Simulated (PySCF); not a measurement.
Input of a driver script around PySCF for `CC#[C][AlH][F]`, coordinates in Å (PBE0-D3(BJ)/def2-SVP geometry):
```
{"job": {"kind": "eom", "basis": "aug-cc-pVDZ", "nee": 0}, "charge": 0, "multiplicity": 1}
C     -1.988332    -0.405556    -0.069352
C     -0.568759    -0.113866    -0.021835
C      0.631851     0.120528     0.018558
Al     2.474239     0.536547     0.059012
F      3.517940    -0.537526     0.787208
H     -2.585908     0.508251     0.073033
H     -2.269990    -1.125649     0.714662
H     -2.263676    -0.840644    -1.042927
H      3.109867     1.839627    -0.551481
```

Task: What does the run print?

Result: 
```
E(HF) = -457.3520623624
E(MP2) = -458.0245333850
E(CCSD) = -458.0566608104
T1 diagnostic = 0.0132

EOM-IP-CCSD (eV)   Koopmans (eV)
  10.3884      10.4991
  10.4958      10.5651
  11.9864      12.7735
  14.0494      15.7113
  14.5736      16.6358
  14.6591      16.7906
  15.2570      16.3013
  15.2687      16.3246
```

Method: CCSD and EOM-CCSD/aug-cc-pVDZ in PySCF, restricted Hartree–Fock reference, 9 core orbitals frozen, non-relativistic, gas phase, PBE0-D3(BJ)/def2-SVP geometry. Each EOM-IP line stands beside −ε of the orbital with the largest one-hole amplitude.

Task: What correlation energies follow, and how does the T1 diagnostic stand?

Result: MP2 -0.67247 Eh, CCSD -0.70460 Eh; CCSD lies 32.1 mEh below MP2. T1 = 0.0132, below the customary warning level of 0.02.

Task: Which orbital leads each EOM-IP root, and how large is the one-hole share of its vector?

Result: 10.39 eV: HOMO, one-hole share 0.96; 10.50 eV: HOMO-1, one-hole share 0.96; 11.99 eV: HOMO-2, one-hole share 0.94; 14.05 eV: HOMO-3, one-hole share 0.93; 14.57 eV: HOMO-6, one-hole share 0.94; 14.66 eV: HOMO-7, one-hole share 0.94; 15.26 eV: HOMO-4, one-hole share 0.95; 15.27 eV: HOMO-5, one-hole share 0.95.
